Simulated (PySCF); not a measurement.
Input for PySCF: R-MP2/6-31G* on C3H6 (SMILES C=CC) with ghost functions.

```python
from pyscf import gto, scf, dft, mp
from pyscf.data.elements import chemcore

mol = gto.M(
    atom='''
    C     0.89516354   -1.01035035    4.32115939
    C     0.50851041    0.25721439    4.38743214
    C    -0.86650011    0.75581942    4.07704621
    H     0.20902017   -1.79697302    4.02706560
    H     1.90857027   -1.30833609    4.55730526
    H     1.23330404    1.01050764    4.68562873
    H    -0.84360380    1.48181507    3.25952416
    H    -1.53106282   -0.05959775    3.78921749
    H    -1.30181945    1.26694024    4.94048424
    ghost-C   -0.15336261    0.00769633    0.50165237
    ghost-H   -1.19013570   -0.28098279    0.67117917
    ghost-H    0.23125696   -0.51924718   -0.37070525
    ghost-H   -0.10186628    1.08184932    0.32642937
    ghost-H    0.44208083   -0.24752226    1.37654743
    ''',
    basis='6-31g*',
    cart=True,
    charge=0, spin=0, verbose=3, max_memory=1800)
mf = scf.RHF(mol)
mf.conv_tol = 1e-8
mf.max_cycle = 100
mf.kernel()
if not mf.converged:
    mf = mf.newton().run(mf.mo_coeff, mf.mo_occ)
pt = mp.MP2(mf, frozen=chemcore(mol)).run()
```

Q: Predict the final total energy.

A: -117.4563 hartree.
